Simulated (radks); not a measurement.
Results of a calculation; reference values are marked as such.
The oxygen anion O-, [He] 2s2 2p5, held by a Watson sphere: a shell of charge +1.23 at radius R that stands for the Madelung well of a crystal (potential energy -1.23/R inside, -1.23/r outside, in hartree with lengths in bohr). Code: a radial shooting solver on a logarithmic mesh with Libxc functionals. Model: scalar-relativistic Kohn-Sham, LDA (Slater exchange, Perdew-Wang correlation), spin-polarised, spherical densities, finite nucleus; open shells are filled with parallel spins first; Fermi nuclear charge, rms radius of each element as measured or else 0.836 A^(1/3) + 0.57 fm. Response by self-consistent Sternheimer equations with the Hartree and adiabatic LDA kernel, the relativistic mass of each level held fixed and spin-orbit coupling left out. The sphere does not respond.

R (bohr)	e(2s down) (eV)	e(2p up) (eV)	e(2p down) (eV)	<r> 2p (bohr)	sum of <r^2> (bohr^2)	X-ray form factor at sin(theta)/lambda = 0.2 1/angstrom	alpha (bohr^3)
2.12	-23.851	-10.856	-9.619	1.415	16.34	5.863	9.521
2.49	-22.636	-9.754	-8.533	1.462	17.30	5.796	11.78
3.41	-20.393	-7.621	-6.409	1.550	19.14	5.719	18.40
3.42	-20.374	-7.602	-6.390	1.550	19.16	5.719	18.48
3.77	-19.736	-6.980	-5.765	1.576	19.71	5.707	21.32
